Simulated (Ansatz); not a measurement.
A made-up structure of AlNH$_{4}$Se, closed shell:

N1  (-0.708, 0.676, -0.725)
Al2  (-0.328, -0.368, 0.644)
Se3  (1.844, -1.123, 0.976)
H4  (2.705, -2.226, 1.544)
H5  (-0.057, 1.003, -1.420)
H6  (-1.454, -0.801, 1.658)
H7  (2.333, -0.417, -0.217)
(Å)

It is relaxed with PBE-D4/def2-SVP and then PBE0-D4/def2-TZVP (Ansatz 0.2.0). Atoms count as bonded within 1.22 times the sum of their covalent radii (H–H: 0.88 Å). The end point is not checked to be a true minimum.

(1) Does its bonding change? (Judge from chemistry; the calculation decides.)

Results:

(1) By the calculation: Yes. Formed: N1–H7; broken: Se3–H7.

Where it ends: The first stage lowers the energy by 1.06 eV in 14 steps. It ends as AlNH₄Se ([NH2][AlH][SeH]):
```json
{"atom": "N1", "x (Å)": "0.2998", "y (Å)": "0.5099", "z (Å)": "-0.7172"}
{"atom": "Al2", "x (Å)": "0.3275", "y (Å)": "-0.6724", "z (Å)": "0.5895"}
{"atom": "Se3", "x (Å)": "2.4038", "y (Å)": "-1.3956", "z (Å)": "1.3386"}
{"atom": "H4", "x (Å)": "1.7599", "y (Å)": "-2.2796", "z (Å)": "2.3189"}
{"atom": "H5", "x (Å)": "-0.5451", "y (Å)": "0.8884", "z (Å)": "-1.1136"}
{"atom": "H6", "x (Å)": "-1.0163", "y (Å)": "-1.2102", "z (Å)": "1.2164"}
{"atom": "H7", "x (Å)": "1.1064", "y (Å)": "0.9027", "z (Å)": "-1.1739"}
```

Labels in which every atom is bracketed show which atoms are joined, not bond orders.

For scale, one of the runs: PBE0-D4/def2-TZVP relaxation, 140 basis functions, launched by `ansatz run in.yaml --threads 2 --pin off --events-out ev --progress --plain --max-ram 4352MiB`. The run took about 3 min on 2 CPU threads of an Arm Neoverse V1 (shared host).
